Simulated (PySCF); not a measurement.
Tc²⁺ (technetium, charge +2) across methods

[Kr] 4d5, high-spin 6S determinant. Computed with PySCF 2.14 in x2c-QZVPPall (13s8p7d4f2g, 118 functions), with scalar relativity by spin-free X2C-1e.

```json
{"method": "LDA", "E (hartree)": "-4279.59", "mean ε 4p α (eV)": "-62.844", "mean ε 4p β (eV)": "-59.551", "mean ε 4d α (eV)": "-23.904", "Σ⟨r²⟩ (bohr²)": "31.03", "⟨S²⟩": "8.750"}
{"method": "PBE", "E (hartree)": "-4284.11", "mean ε 4p α (eV)": "-62.794", "mean ε 4p β (eV)": "-59.174", "mean ε 4d α (eV)": "-23.813", "Σ⟨r²⟩ (bohr²)": "30.96", "⟨S²⟩": "8.750"}
{"method": "r2SCAN", "E (hartree)": "-4284.52", "mean ε 4p α (eV)": "-64.420", "mean ε 4p β (eV)": "-59.734", "mean ε 4d α (eV)": "-24.138", "Σ⟨r²⟩ (bohr²)": "30.70", "⟨S²⟩": "8.751"}
{"method": "PBE0", "E (hartree)": "-4284.19", "mean ε 4p α (eV)": "-66.614", "mean ε 4p β (eV)": "-61.563", "mean ε 4d α (eV)": "-25.546", "Σ⟨r²⟩ (bohr²)": "30.76", "⟨S²⟩": "8.751"}
```

Task: Estimate the same row for UHF.

Result: E (hartree) = -4282.37204; mean ε 4p α (eV) = -77.111; mean ε 4p β (eV) = -67.303; mean ε 4d α (eV) = -30.003; Σ⟨r²⟩ (bohr²) = 30.60; ⟨S²⟩ = 8.752.
